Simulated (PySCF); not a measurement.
The free ion Tc3+ in its d4 configuration.

Method (PySCF 2.14, density fitting): CASSCF(4,5) with orbitals averaged over all microstates of the shell, strongly contracted NEVPT2 on the averaged canonical orbitals; basis x2c-TZVPall; spin-free X2C; gas phase; spin-orbit coupling by state interaction with the mean-field operator over all roots.

CASSCF energies above the lowest CASSCF root:

```
state  CASSCF / cm⁻¹
   5D              0
   3H          17381
   3P          19575
   3F          19988
   3G          21702
   1I          26071
   1G          27669
   3D          27751
   1S          32160
   1D          34050
   1F          39034
   3F          45957
   3P          46370
   1G          52199
   1D          70016
   1S          91039
```

**Question.** How does dynamic correlation (SC-NEVPT2) move these states?

**Answer.** 
```tsv
state	NEVPT2 / cm⁻¹	shift / cm⁻¹
5D	0	0
3H	16206	-1174
3P	17390	-2185
3F	17916	-2072
3G	19494	-2207
1I	24276	-1795
1G	24691	-2979
3D	24185	-3566
1S	27665	-4495
1D	30464	-3586
1F	34529	-4505
3F	41128	-4829
3P	41118	-5252
1G	46926	-5273
1D	61766	-8250
1S	80830	-10210
```

In the ligand-field fit B goes from 864 to 754 cm⁻¹, C goes from 3481 to 3169 cm⁻¹.
